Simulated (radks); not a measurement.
Removal energies from the cadmium ion Cd12+, [Kr], by Delta-SCF beside the eigenvalue of the level emptied. Calculated with a radial shooting solver on a logarithmic mesh with Libxc functionals: scalar-relativistic Kohn-Sham, LDA (Slater exchange, Perdew-Wang correlation), spin-polarised, spherical densities, finite nucleus; Fermi nuclear charge, rms radius of each element as measured or else 0.836 A^(1/3) + 0.57 fm. Open shells are filled with parallel spins first.

removed from        final configuration  Delta-SCF (eV)  -eigenvalue (eV)
4p                    [Ar] 3d10 4s2 4p5          308.34            295.80
4s                    [Ar] 3d10 4s1 4p6          351.85            338.74
3d                     [Ar] 3d9 4s2 4p6          680.19            652.03
3p            [Ne] 3s2 3p5 3d10 4s2 4p6          883.94            857.73
